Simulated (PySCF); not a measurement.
PySCF job for C5H4BF, SMILES C#C[C@@H]1C=CB1F, TDDFT-PBE/def2-SVPD. Geometry: B3LYP-D3(BJ)/def2-SVP. The structure was generated by enumeration; whether it is a known compound was not checked.

```python
import numpy as np
from pyscf import gto, scf, dft, tdscf

mol = gto.M(
    atom='''
    C     2.33112186   -1.32281978   -0.52934610
    C     1.26775859   -1.00367567   -0.04088291
    C    -0.01169589   -0.59801795    0.51565450
    C    -1.26057848   -0.82164545   -0.35954673
    C    -1.77100451    0.43222025   -0.45325403
    B    -0.51716672    0.92748434    0.29247853
    F     0.04156622    2.09296535    0.54728286
    H     3.27498195   -1.60438968   -0.95569798
    H    -0.13688147   -0.98841836    1.54156514
    H    -1.58838399   -1.77101593   -0.80380436
    H    -2.67158819    0.77334576   -0.96574942
    ''',
    basis='def2-SVPD',
    charge=0,
    spin=0,
    max_memory=1600,
    verbose=4,
)
mf = dft.RKS(mol, xc='pbe').density_fit(auxbasis='def2-universal-jkfit')
mf.grids.level = 3
mf.conv_tol = 1e-9
mf.max_cycle = 100
mf.kernel()
mf.grids = dft.Grids(mol).set(level=1).build(with_non0tab=True)  # coarser grid for the response kernel
td = tdscf.TDDFT(mf)
td.singlet = True
td.nstates = 10
td.conv_tol = 1e-4
td.positive_eig_threshold = 1e-6
td.kernel(x0=td.get_init_guess(mf, 15))
td.analyze()
tt = tdscf.TDA(mf)
tt.singlet = False
tt.nstates = 4
tt.conv_tol = 1e-4
tt.positive_eig_threshold = 1e-6
tt.kernel(x0=tt.get_init_guess(mf, 9))
tt.analyze(verbose=3)
```

It prints:

```
PySCF version 2.14.0

[INPUT] verbose = 4
[INPUT] num. atoms = 11
[INPUT] num. electrons = 48
[INPUT] charge = 0
[INPUT] spin (= nelec alpha-beta = 2S) = 0
[INPUT] symmetry False subgroup None
[INPUT] Mole.unit = angstrom
[INPUT] Symbol           X                Y                Z      unit          X                Y                Z       unit  Magmom
[INPUT]  1 C      2.331121860000  -1.322819780000  -0.529346100000 AA    4.405181878387  -2.499767096357  -1.000319154107 Bohr   0.0
[INPUT]  2 C      1.267758590000  -1.003675670000  -0.040882910000 AA    2.395716527165  -1.896672134189  -0.077257503075 Bohr   0.0
[INPUT]  3 C     -0.011695890000  -0.598017950000   0.515654500000 AA   -0.022102028883  -1.130090143074   0.974445779900 Bohr   0.0
[INPUT]  4 C     -1.260578480000  -0.821645450000  -0.359546730000 AA   -2.382148085721  -1.552684871995  -0.679444848683 Bohr   0.0
[INPUT]  5 C     -1.771004510000   0.432220250000  -0.453254030000 AA   -3.346713489270   0.816777897991  -0.856525981555 Bohr   0.0
[INPUT]  6 B     -0.517166720000   0.927484340000   0.292478530000 AA   -0.977303461540   1.752691387423   0.552704319015 Bohr   0.0
[INPUT]  7 F      0.041566220000   2.092965350000   0.547282860000 AA    0.078548771833   3.955131299704   1.034214718069 Bohr   0.0
[INPUT]  8 H      3.274981950000  -1.604389680000  -0.955697980000 AA    6.188818948394  -3.031857092279  -1.806007440000 Bohr   0.0
[INPUT]  9 H     -0.136881470000  -0.988418360000   1.541565140000 AA   -0.258668489828  -1.867839996892   2.913135917777 Bohr   0.0
[INPUT] 10 H     -1.588383990000  -1.771015930000  -0.803804360000 AA   -3.001610721744  -3.346735069942  -1.518970098131 Bohr   0.0
[INPUT] 11 H     -2.671588190000   0.773345760000  -0.965749420000 AA   -5.048569996722   1.461411685994  -1.825001908758 Bohr   0.0

nuclear repulsion = 232.627837290361
number of shells = 73
number of NR pGTOs = 253
number of NR cGTOs = 175
basis = def2-SVPD
ecp = {}


[settings echo left out]
init E= -317.669468266971
  HOMO = -0.312194675113655  LUMO = -0.135993943323629  gap/eV = 4.79467
cycle= 1 E= -316.875161586568  delta_E= 0.794  |g|= 0.603  |ddm|=  9.6
  HOMO = -0.151502648201229  LUMO = -0.0550677501693411  gap/eV = 2.62413
cycle= 2 E= -316.749114586833  delta_E= 0.126  |g|= 0.983  |ddm|= 3.04
  HOMO = -0.21710577014944  LUMO = -0.0807900239734871  gap/eV = 3.70934
cycle= 3 E= -316.951185413019  delta_E= -0.202  |g|= 0.231  |ddm|= 1.61
  HOMO = -0.231054475992217  LUMO = -0.0964373839924035  gap/eV = 3.66312
cycle= 4 E= -316.963303614687  delta_E= -0.0121  |g|= 0.0743  |ddm|= 0.426
  HOMO = -0.230441757938157  LUMO = -0.094028014484441  gap/eV = 3.71201
cycle= 5 E= -316.964197820092  delta_E= -0.000894  |g|= 0.0492  |ddm|= 0.15
  HOMO = -0.229032828438509  LUMO = -0.0937663330649987  gap/eV = 3.68079
cycle= 6 E= -316.964756453722  delta_E= -0.000559  |g|= 0.0112  |ddm|= 0.0641
  HOMO = -0.228839924047678  LUMO = -0.0936167852568763  gap/eV = 3.67961
cycle= 7 E= -316.96478462935  delta_E= -2.82e-05  |g|= 0.00522  |ddm|= 0.0216
  HOMO = -0.228856850822075  LUMO = -0.0936155877723501  gap/eV = 3.68010
cycle= 8 E= -316.964791587147  delta_E= -6.96e-06  |g|= 0.000993  |ddm|= 0.0077
  HOMO = -0.228911193770745  LUMO = -0.0936165687262775  gap/eV = 3.68155
cycle= 9 E= -316.964791845138  delta_E= -2.58e-07  |g|= 0.000177  |ddm|= 0.00233
  HOMO = -0.228897163479774  LUMO = -0.093625070897478  gap/eV = 3.68094
cycle= 10 E= -316.964791852775  delta_E= -7.64e-09  |g|= 7.39e-05  |ddm|= 0.000507
  HOMO = -0.228903691870951  LUMO = -0.0936235760445698  gap/eV = 3.68116
cycle= 11 E= -316.964791854171  delta_E= -1.4e-09  |g|= 1.94e-05  |ddm|= 0.000151
  HOMO = -0.228901803378562  LUMO = -0.0936237469332921  gap/eV = 3.68110
cycle= 12 E= -316.964791854266  delta_E= -9.53e-11  |g|= 4.15e-06  |ddm|= 4.8e-05
  HOMO = -0.228902112962393  LUMO = -0.0936230722481541  gap/eV = 3.68113
Extra cycle  E= -316.964791854263  delta_E= 3.64e-12  |g|= 5.75e-06  |ddm|= 2.25e-05
converged SCF energy = -316.964791854263
tot grids = 46272
Overwritten attributes  positive_eig_threshold  of <class 'pyscf.tdscf.rks.CasidaTDDFT'>


******** <class 'pyscf.tdscf.rks.CasidaTDDFT'> for <class 'pyscf.df.df_jk.DFRKS'> ********
nstates = 10 singlet
deg_eia_thresh = 1.000e-03
wfnsym = None
conv_tol = 0.0001
eigh lindep = 1e-12
eigh level_shift = 0
eigh max_cycle = 100


Excitation energies (eV)
[3.78683494 4.12461302 5.6912867  5.90393184 5.96189758 6.20661493
 6.33487545 6.42155591 6.45473345 6.60098041]

** Singlet excitation energies and oscillator strengths **
Excited State   1:      3.78683 eV    327.41 nm  f=0.0147
      23 -> 25        0.12556
      24 -> 25       -0.69334
Excited State   2:      4.12461 eV    300.60 nm  f=0.0103
      23 -> 25        0.69386
      24 -> 25        0.12092
Excited State   3:      5.69129 eV    217.85 nm  f=0.0035
      21 -> 25        0.67099
      22 -> 25       -0.17556
Excited State   4:      5.90393 eV    210.00 nm  f=0.0147
      20 -> 25        0.10709
      21 -> 25        0.15230
      22 -> 25        0.40396
      23 -> 26        0.10672
      24 -> 26        0.50890
Excited State   5:      5.96190 eV    207.96 nm  f=0.0538
      22 -> 25       -0.48255
      24 -> 26        0.43199
      24 -> 27       -0.19560
Excited State   6:      6.20661 eV    199.76 nm  f=0.0139
      20 -> 25        0.12323
      22 -> 25       -0.13650
      23 -> 26        0.11203
      24 -> 26        0.12105
      24 -> 27        0.61451
      24 -> 28       -0.20851
Excited State   7:      6.33488 eV    195.72 nm  f=0.0024
      20 -> 25       -0.11304
      23 -> 26        0.61872
      23 -> 27        0.16523
      24 -> 28        0.22703
      24 -> 29        0.10378
Excited State   8:      6.42156 eV    193.08 nm  f=0.0036
      20 -> 25        0.62637
      21 -> 25       -0.11737
      23 -> 27        0.17686
      24 -> 27       -0.14181
      24 -> 28       -0.11341
Excited State   9:      6.45473 eV    192.08 nm  f=0.0023
      20 -> 25       -0.22503
      23 -> 27        0.33684
      24 -> 28       -0.52816
      24 -> 29        0.21023
Excited State  10:      6.60098 eV    187.83 nm  f=0.0066
      23 -> 27       -0.41455
      23 -> 28        0.19955
      24 -> 29        0.52573

** Transition electric dipole moments (AU) **
state          X           Y           Z        Dip. S.      Osc.
  1         0.3404     -0.2015     -0.0461      0.1586      0.0147
  2        -0.2847      0.1315      0.0624      0.1022      0.0103
  3        -0.0180      0.1493      0.0526      0.0254      0.0035
  4        -0.0089     -0.3169      0.0308      0.1014      0.0147
  5         0.0188      0.5838      0.1640      0.3681      0.0538
  6        -0.1483      0.2342      0.1213      0.0916      0.0139
  7         0.1227     -0.0125     -0.0212      0.0157      0.0024
  8         0.1207      0.0027     -0.0911      0.0229      0.0036
  9         0.0635     -0.0678      0.0782      0.0147      0.0023
 10        -0.0323     -0.1962     -0.0378      0.0410      0.0066

** Transition velocity dipole moments (imaginary part, AU) **
state          X           Y           Z        Dip. S.      Osc.
  1         0.0477     -0.0278     -0.0080      0.0031      0.0149
  2        -0.0439      0.0190      0.0107      0.0024      0.0106
  3        -0.0056      0.0296      0.0132      0.0011      0.0034
  4        -0.0009     -0.0650      0.0076      0.0043      0.0132
  5         0.0065      0.1263      0.0343      0.0172      0.0522
  6        -0.0377      0.0544      0.0309      0.0053      0.0156
  7         0.0303     -0.0039     -0.0017      0.0009      0.0027
  8         0.0297     -0.0010     -0.0225      0.0014      0.0039
  9         0.0117     -0.0164      0.0228      0.0009      0.0026
 10        -0.0108     -0.0523     -0.0052      0.0029      0.0079

** Transition magnetic dipole moments (imaginary part, AU) **
state          X           Y           Z
  1        -0.0432     -0.2723     -0.0645
  2        -0.0073      0.1421      0.2590
  3        -0.6015     -0.2493     -0.1340
  4         0.2168      0.1251     -0.6272
  5        -0.5913      0.0813      0.6077
  6         0.2395      0.0502      0.2728
  7         0.0142      0.1914     -0.0353
  8         0.3500     -0.5453      0.4462
  9        -0.1553      0.1095      0.2272
 10         0.1648      0.1634      0.2357
Overwritten attributes  positive_eig_threshold  of <class 'pyscf.tdscf.rks.TDA'>


******** <class 'pyscf.tdscf.rks.TDA'> for <class 'pyscf.df.df_jk.DFRKS'> ********
nstates = 4 triplet
deg_eia_thresh = 1.000e-03
wfnsym = None
conv_tol = 0.0001
eigh lindep = 1e-12
eigh level_shift = 0
eigh max_cycle = 100


Excitation energies (eV)
[3.54789956 3.98725141 4.13942674 5.25100723]

** Triplet excitation energies and oscillator strengths **
Excited State   1:      3.54790 eV    349.46 nm  f=0.0000
Excited State   2:      3.98725 eV    310.95 nm  f=0.0000
Excited State   3:      4.13943 eV    299.52 nm  f=0.0000
Excited State   4:      5.25101 eV    236.12 nm  f=0.0000
```

Self-consistency was reached.

Cost: roughly 70 core-seconds.
